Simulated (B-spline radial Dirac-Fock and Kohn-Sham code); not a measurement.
ΔSCF core binding energies without Breit or QED terms, calculated with an atomic code on a B-spline grid.

A sound run for Eu³⁺ in the configuration [Xe] 4f6: The ground state converged in 11 iterations, with total energy -10845.19343 Ha, virial ratio 1.91985 and highest orbital energy -43.30 eV. ΔSCF binding energies: K (1s) 48760.2 eV, L3 (2p3/2) 7031.6 eV, M5 (3d5/2) 1173.3 eV.

A second run, with one unsound setting: The ground state converged in 10 iterations, with total energy -10660.32191 Ha, virial ratio 1.90786 and highest orbital energy -55.79 eV. ΔSCF binding energies: K (1s) 49044.9 eV, L3 (2p3/2) 7247.8 eV, M5 (3d5/2) 1353.2 eV.

```
iter   energy (Ha)        error
   1   -10605.91750269  4.76e+00
   2   -10653.99960555  1.90e+00
   3   -10659.26692086  6.60e-01
   4   -10660.10414852  2.28e-01
   5   -10660.30734334  8.60e-02
   6   -10660.32163727  7.20e-03
   7   -10660.32190353  1.13e-03
   8   -10660.32191054  1.25e-04
   9   -10660.32191059  5.87e-06
  10   -10660.32191059  5.23e-07
```

Question: Which fault fits the second run best?
A. damping too heavy
B. overfilled shell
C. mesh too coarse
D. functional not served

Answer: C. The input had h = 0.9: h is too large to resolve the orbitals.
